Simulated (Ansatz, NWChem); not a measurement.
KBr: a line through the functionals

The species is KBr (2 atoms), meant as a singlet with charge 0. As SMILES, `[K][Br]`. The coordinates come from a PBE0-D4/def2-TZVP relaxation.

The HOMO–LUMO gap y, in eV, basis def2-TZVPP; a is the functional's share of exact exchange. Programs: Ansatz 0.2.0, NWChem 7.3.0.

| functional | program | a | y (eV) |
| --- | --- | --- | --- |
| TPSS | NWChem | 0 | 2.88 |
| revPBE | Ansatz | 0 | 2.56 |
| B3LYP | Ansatz | 0.2 | 3.84 |
| r2SCAN0 | Ansatz | 0.25 | ? |
| PBE0 | Ansatz | 0.25 | 4.37 |
| BHLYP | Ansatz | 0.5 | 5.64 |

**Question.** Fit y = c + s·a to the known rows and predict r2SCAN0.

**Answer.** 
1. Means of the 5 rows: a = 0.1900, y = 3.858.
2. Σ(Δa)² = 0.172, Σ(Δa·Δy) = 1.0154, so the slope is 1.0154/0.172 = 5.9035.
3. Intercept: 3.858 − (5.9035) × 0.1900 = 2.736. The largest residual of the fit is 0.18.
4. r2SCAN0: 2.736 + (5.9035) × 0.25 = 4.21 eV.

The run gave 4.99 eV, so the prediction is off by -0.78 eV, more than the scatter of the fit. Exact exchange lowers occupied levels and raises empty ones. The rows mix families of semi-local functionals, which the line can't see.
